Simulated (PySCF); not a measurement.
SMILES [Cl][Ge]([c]1cc[c](cc1)[Ge]([Cl])([Cl])[Cl])([Cl])[Cl] (C6H4Cl6Ge2) at its GFN2-xTB optimised geometry (Å):

```
18

Ge     3.3662    -0.0688     0.0564
Cl     4.1059     0.2461     2.0311
Cl     4.1029     1.5159    -1.1686
Cl     4.1751    -1.8966    -0.6826
C      1.3590    -0.0987     0.0402
C      0.6771    -0.9907    -0.7719
C     -0.7073    -0.9906    -0.7912
C     -1.4111    -0.0969     0.0000
C     -0.7289     0.7956     0.8131
C      0.6548     0.7952     0.8327
Ge    -3.4187    -0.0969     0.0000
Cl    -4.1712    -1.0714     1.7430
Cl    -4.1959    -1.1113    -1.7053
Cl    -4.1751     1.8966     0.0000
H      1.2275    -1.6875    -1.3886
H     -1.2404    -1.6857    -1.4248
H     -1.2797     1.4922     1.4297
H      1.1883     1.4899     1.4664
```

Level of theory: PBE0/def2-SVP (PySCF). Cells within 0.4 Å of a nucleus heavier than hydrogen are left out (blank, or x).

Map of the Laplacian of the electron density (e/bohr⁵), clipped to [-1.50, 1.50] on the plane z = 0.0 Å:

```
|333333333333333333333333333|
|333333333333333333333333333|
|333333333333333333333333333|
|333333333333333333333333333|
|333333333333333333333333333|
|333333333333333333333333333|
|333333333333333333333333333|
|333333333333333333333333333|
|333310333333333333333333333|
|3332xx033333333333333333333|
|333399233333333333333333333|
|333332333333333333333333333|
|333335993322333233399533333|
|333339x931x6434xx14xx933333|
|333339993261343052399833333|
|333333433333333333333333333|
|333333333333333333333233333|
|333333333333333333333013333|
|333333333333333333333333333|
|333333333333333333333333333|
|333333333333333333333333333|
|333333333333333333333333333|
|333333333333333333333333333|
|333333333333333333333333333|
|333333333333333333333333333|
|333333333333333333333333333|
|333333333333333333333333333|
```
Scale: ten equal steps from -0.675 (start of '0') to 1.50 (end of '9'), in the order '0123456789'; x runs from -6.50 to 6.50, y from -6.50 (bottom) to 6.50 (top).
